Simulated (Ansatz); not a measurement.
| atom | x (Å) | y (Å) | z (Å) |
| --- | --- | --- | --- |
| C | 0.0000 | 0.5249 | -0.3523 |
| H | 0.0000 | 1.6127 | 0.2127 |
| O | 0.0000 | -0.5952 | 0.2377 |

Basis set: 6-31G* (spherical functions). Correlated methods keep 2 orbitals frozen. Charge 0, multiplicity 2.

Computed with Ansatz (development build ahead of 0.2.0); each method stands on the lowest determinant of its kind that the runs found.

The atomization energy at this shape (free ground-state atoms in the same class of orbitals less the molecule, no zero-point energy) of doublet CHO:

```csv
method,atomization energy
UHF,7.01 eV
```

(1) What does UHF-MP2 give?

Results:

(1) 10.82 eV. Caution: the shape is not the minimum; the unrestricted determinant is spin contaminated.
